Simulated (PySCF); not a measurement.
An unknown is described by computed data only.

Formula: C3H12AlNO.

| Property | Result |
| --- | --- |
| 1H NMR | chemical shifts (computed TMS as zero) by class: 3.96 (2 H), 3.55 (6 H), 3.00 (3 H), 0.50 (1 H) ppm [GIAO KT2/pcSseg-1] |
| Polarisability | 81.5 au [CAM-B3LYP/def2-SVPD] |
| Valence photoelectron | vertical ionisation energy: 8.09 eV [ΔSCF CAM-B3LYP/def2-SVPD] |
| UV, first state | lowest singlet excitation: 5.41 eV (229 nm, f = 0.008) [TDDFT CAM-B3LYP/def2-SVPD] |
| Rotational structure | rotational constants A, B, C: 3.852, 1.642, 1.465 GHz [PBE0-D3(BJ)/def2-SVP] |
| Dipole | 4.65 D [CAM-B3LYP/def2-SVPD] |
| NMR, other nuclei | isotropic shieldings of nuclei other than C and H, by class: 218 (1 N), 303 (1 O), 419 (1 Al) ppm [GIAO KT2/pcSseg-1] |
| 13C NMR | chemical shifts (computed TMS as zero) by class: 61.3 (2 C), 37.2 (1 C) ppm [GIAO KT2/pcSseg-1] |

Electronic properties: PySCF, gas phase, density fitting. Levels stand in brackets. Geometry: PBE0-D3(BJ)/def2-SVP, one conformer, isolated molecule. Each NMR value is the plain mean over a class of atoms that symmetry, rotation or inversion makes alike.

Question: Propose a structure and show how it fits.

Answer: Numbering: `[CH3:1][NH:2][AlH2-:3][O+:4]([CH3:5])[CH3:6]`. 3 carbons fall into 2 classes; from least to most shielded: O-methyl carbon [C5/C6] (61.3 ppm, 2 C), N-methyl carbon [C1] (37.2 ppm). Hydrogen classes from least to most shielded: 2 H on an aluminium bonded to N, O and 2 H, Al3 (3.96 ppm), 6 H on 2 O-methyl carbons, C5/C6 (3.55 ppm, a mean of values up to 1.2 ppm apart in this geometry), 3 H on an N-methyl carbon, C1 (3.00 ppm), 1 H on a nitrogen bonded to Al, C and H, N2 (0.50 ppm). The other shieldings belong to: 218 ppm, nitrogen bonded to Al, C and H [N2]; 303 ppm, oxygen bonded to Al and 2 C [O4]; 419 ppm, aluminium bonded to N, O and 2 H [Al3]. The first electron is taken from the HOMO, whose largest Löwdin shares are 0.61 on the nitrogen bonded to Al, C and H, 0.14 on the N-methyl carbon, 0.06 on the aluminium bonded to N, O and 2 H and 0.05 on the N–H hydrogen. The optimised geometry has point group C1 and is an asymmetric top. Structure: `C[NH][AlH2-][O+](C)C`. The assignments are read from this structure; whether some other isomer fits the data as well wasn't checked.

The values belong to the conformer `[CH3:1][NH:2][AlH2-:3][O+:4]([CH3:5])[CH3:6]`: C1–N2–Al3–O4 89°, N2–Al3–O4–C5 -66°.
